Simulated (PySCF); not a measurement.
Input for PySCF:
```python
from pyscf import gto, scf, dft

mol = gto.M(
    atom='''
C     2.05517912    1.60682795    1.09300657
C     0.99727945    0.96291899    0.49702214
Si   -0.27697318   -0.14168809   -0.10486344
C    -0.33018045   -1.70558541    0.93087488
C     0.18246024   -0.52356958   -1.87660423
C    -1.87939175    0.80251859    0.11594169
H     2.76166915    2.25271975    1.38860410
H    -0.50257992   -1.80431991    1.83461127
H    -1.04201282   -2.26119714    0.29571200
H     0.78156280   -2.37531889    0.71955550
H    -0.55663020   -0.97585146   -2.31487021
H     0.27420740    0.36621377   -2.59230892
H     1.01409787   -0.94541057   -2.09075208
H    -2.11573103    1.07614334    1.11448384
H    -1.87377622    1.70030628   -0.46230073
H    -2.62530127    0.20647864   -0.41113030
''',
    basis='sto-3g',
    verbose=4,
)

mf = dft.RKS(mol)
mf.xc = 'r2scan'
mf.kernel()
g = mf.nuc_grad_method()
grad = g.kernel()
```

Question: Predict the Mulliken (on the basis functions themselves) charges in atom order from R2SCAN/STO-3G, gradient run with PySCF.

Answer: C1 -0.17, C2 -0.25, Si3 0.87, C4 -0.41, C5 -0.49, C6 -0.43, H7 0.11, H8 0.11, H9 0.07, H10 0.04, H11 0.10, H12 0.08, H13 0.12, H14 0.09, H15 0.08, H16 0.07

Question: Predict the nuclear repulsion energy from R2SCAN/STO-3G, gradient.

Answer: 276.2230 Eh

Question: Predict the total energy from R2SCAN/STO-3G, gradient.

Answer: -13062.0019 eV

Question: What dipole moment does R2SCAN/STO-3G, gradient give?

Answer: 1.46 D

Question: Give the number of basis functions at the level R2SCAN/STO-3G, gradient.

Answer: 44
